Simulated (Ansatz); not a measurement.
```xyz
11

C     0.3694    1.2482   -0.8300
C    -0.1292   -0.0925   -0.3942
Al    0.7104   -1.4359    0.7905
C    -1.4464   -0.1880    0.1329
N    -0.8851   -0.3024    1.2652
H     0.5346    1.1889   -1.9125
H     1.3382    1.4765   -0.3802
H    -0.3202    2.0736   -0.6351
H     2.0966   -1.0309    1.4513
H     0.2132   -2.9337    0.6618
H    -2.4814   -0.0037   -0.1495
```

The species carries charge 0 and has multiplicity 1. The bonds changed during the relaxation, so this is another structure than the one it started from.

Problem. List the PBE0/def2-TZVPP orbital energies in eV (Ansatz 0.2.0). (Best estimate.)

Solution. The calculation gave: Occupied: -1526.99, -392.48, -280.61, -279.61, -278.64, -112.87, -72.94, -72.84, -72.79, -27.43, -21.45, -17.63, -16.84, -13.26, -12.85, -12.27, -12.14, -10.43, -9.80, -8.49, -7.79, -7.37. Lowest empty: -1.36, -0.80, 0.27, 1.24, 1.75, 1.91, 2.44, 2.89.
